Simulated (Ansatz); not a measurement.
C8H14HfO3, SMILES `CC[C@@]12[C@H]3[C@H]4[C@H]5[C@@H]1[Hf]4532([OH])([OH])[O]C`. The species carries charge 0 and has multiplicity 1. Hf: def2 effective core potential. All single points use the PBE0-D4/def2-TZVP geometry. It is one conformer, not always the lowest.

```xyz
26

C    -0.238   -0.814   -2.795
C    -0.145    0.646   -2.391
C    -0.586    0.928   -0.989
C    -0.311    2.112   -0.262
C    -0.932    2.021    1.005
C    -1.572    0.769    1.081
C    -1.353    0.096   -0.145
Hf    0.903    0.284    0.992
O     1.805    1.288    2.393
O     2.224    0.043   -0.458
O     0.649   -1.462    1.772
C     0.027   -2.637    2.155
H     0.391   -1.434   -2.152
H    -1.264   -1.186   -2.736
H     0.101   -0.950   -3.824
H    -0.754    1.254   -3.071
H     0.887    0.989   -2.505
H     0.275    2.946   -0.624
H    -0.898    2.766    1.786
H    -2.117    0.381    1.930
H    -1.709   -0.895   -0.388
H     1.960    2.104    2.857
H     3.100   -0.337   -0.425
H    -1.048   -2.613    1.931
H     0.144   -2.803    3.233
H     0.462   -3.496    1.632
```

(1) What is the dipole moment at ωB97M-V/def2-TZVPP? (Estimate.)

(2) And with PBE, r2SCAN, B3LYP? (Best estimate.)

(3) Give the Mulliken charges with ωB97M-V, B3LYP, r2SCAN in def2-TZVPP. (An estimate is asked.)

Results:

(1) The calculation gave: 0.70 D, with components (-0.55, 0.33, 0.30) D in this frame, pointing from negative to positive charge.

(2) Ansatz gave: PBE 0.55 D, r2SCAN 0.58 D, B3LYP 0.66 D.

(3) Computed: 
```
atom  ωB97M-V  B3LYP  r2SCAN
  C1    -0.35  -0.29   -0.18
  C2    -0.13  -0.05    0.01
  C3    -0.09  -0.02    0.02
  C4    -0.17  -0.19   -0.20
  C5    -0.15  -0.15   -0.13
  C6    -0.18  -0.17   -0.15
  C7    -0.15  -0.17   -0.17
 Hf8     0.88   0.92    0.97
  O9    -0.40  -0.43   -0.46
 O10    -0.42  -0.45   -0.48
 O11    -0.37  -0.40   -0.41
 C12    -0.18  -0.11    0.01
 H13     0.12   0.09    0.06
 H14     0.10   0.07    0.04
 H15     0.11   0.08    0.04
 H16     0.11   0.07    0.03
 H17     0.10   0.07    0.04
 H18     0.14   0.14    0.12
 H19     0.13   0.13    0.10
 H20     0.14   0.14    0.12
 H21     0.13   0.13    0.11
 H22     0.15   0.16    0.18
 H23     0.15   0.16    0.18
 H24     0.09   0.08    0.03
 H25     0.12   0.10    0.05
 H26     0.11   0.09    0.05
```

B3LYP here is the variant with VWN-RPA as its local correlation; programs differ in this.
